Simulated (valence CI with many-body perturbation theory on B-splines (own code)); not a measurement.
**Questions on Ag¹⁵⁺**

Level of theory: valence CI with perturbative core correlation (CI+MBPT): four valence electrons over a frozen Dirac-Fock core [Ar] 3d10, radial functions for each j: 11 s, 11 p, 10 d, 8 f, 5 g, 2 h, with the one-electron correlation potential Σ1, the two-electron term Σ2, the three-electron term Σ3, Breit, model QED; selected CI, second order for the rest, scaled by the run's own slope (own B-spline code, finite nucleus).

No measured spectrum was set against this ion. As an estimate, levels hold to about 250 cm⁻¹ or 0.2 % of their energy and the worst to 1 %, as in measured heavy ions of charge 2 to 7; those with d or f electrons hold less well. Among the levels kept, up to 490 cm⁻¹ of a level comes from second order outside the variational space, and about a tenth of that is noise between levels of different J, which matters for small intervals.

Names give the largest LS component (configuration and term), which can be under half, so a name can repeat, a term be missing and a line seem to break the LS rules; names also repeat where a configuration has a term twice.

Rates and lifetimes use the calculated energies. Strong lines usually hold to 10 to 20 %, long lifetimes can be off by a factor of two.

**Question.** What is the ground level?

**Answer.** 4s2 4p2 3P_0, composition 83 % 4s2 4p2 3P + 16 % 4s2 4p2 1S.

**Question.** Name the longest-lived excited levels whose lifetime is computed, and their main decay.

**Answer.** 4s2 4p2 3P_2 at 7.12 eV lives 38.8 ms, mostly by M1 to 4s2 4p2 3P_1; 4s2 4p2 3P_1 at 5.37 eV lives 809 μs, mostly by M1 to 4s2 4p2 3P_0; 4s2 4p2 1D_2 at 13.96 eV lives 268 μs, mostly by M1 to 4s2 4p2 3P_1. The lifetime of 4s2 4p 4d 3F°_4 is too uncertain to give, and may be longer.

**Question.** What is the ionisation energy?

**Answer.** 381.57 eV; NIST lists 381 ± 3 eV (theoretical).

**Question.** Among levels below 178.05 eV, which E1 lines absorb most strongly from the ground level?

**Answer.** to 4s2 4p 4d 3D°_1 at 16.46 nm, f = 1.86; to 4s 4p3 3D°_1 at 27.04 nm, f = 0.300; to 4s 4p3 3S°_1 at 20.67 nm, f = 0.218.

**Question.** How well does LS coupling describe the low levels?

**Answer.** Among the lowest 20 levels the leading LS term, summed over configurations, holds 75 % on average. For single configurations the figures are 71 % in LS and 80 % in jj coupling. Terms mix most in the J = 2 level at 54.37 eV, where the leading one holds 41 %.

**Question.** Where does the other parity begin?

**Answer.** At 4s 4p3 5S°_2, 38.44 eV.
